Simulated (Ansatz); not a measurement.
Input and output for B6⁺ (the lowest doublet isomer of a short search).

```yaml
crystal:
  periodic: [false, false, false]
  atoms:
    - {symbol: B, position_ang: [0.723701, -0.604893, 0.255388]}
    - {symbol: B, position_ang: [0.108669, 1.016401, 1.019159]}
    - {symbol: B, position_ang: [1.259652, 0.113410, 1.615579]}
    - {symbol: B, position_ang: [-1.317014, -0.166093, -1.564695]}
    - {symbol: B, position_ang: [-0.769661, 0.562182, -0.214270]}
    - {symbol: B, position_ang: [-0.005347, -0.921007, -1.111171]}
basis:
  gaussian: {orbitals: "6-31G*"}
total_charge: 1
magnetization: {spin_polarized: true, initial_magnetization: 1}
hamiltonian: {xc: {name: r2SCANh}, dispersion: d4, pseudopotentials: {relativity: none}}
accuracy: high
scf: {lower_state_search: off}
```

```sh
$ ansatz run in.yaml --threads 4 --pin off --events-out ev --progress --plain --max-ram 4787MiB
```

Shortened log:

```
Functional definition: r2SCANh
2033 factors; integrals over basis functions are off by at most 2.7e-9 eV
mean field evaluation 1: about -4028.6053 eV, gradient 3.4e1 eV
mean field evaluation 2: about -3997.5715 eV, gradient 7.4e1 eV
mean field evaluation 4: about -4036.8154 eV, gradient 6.0e0 eV
mean field evaluation 8: about -4037.3870 eV, gradient 1.8e0 eV
mean field evaluation 16: about -4037.6729 eV, gradient 2.1e-2 eV
mean field evaluation 32: about -4037.6730 eV, gradient 4.1e-5 eV
mean field -4037.67295564 eV, -148.3817442869 hartree, gradient 8.7e-8 eV, S^2 0.985442; 0 other end points of the search recorded, 0 dependent functions left out
reference -4037.67295705 eV, -148.3817443386 hartree; 15, 14 occupied and 75, 76 virtual orbitals, 2033 factors
Total energy: -4037.71080231 eV, -148.3831351262 hartree
Checks for a lower state left out: stability, starts, cluster_reference, orbital_swaps, neighbouring_geometries, increment
```

It took 6 s on 4 threads of Arm Neoverse V2 on a shared host.

The 6-31G sets use Cartesian d functions. The charge 1 doublet is spin-contaminated (final ⟨S²⟩ up to 0.99, 0.75 for a pure state).
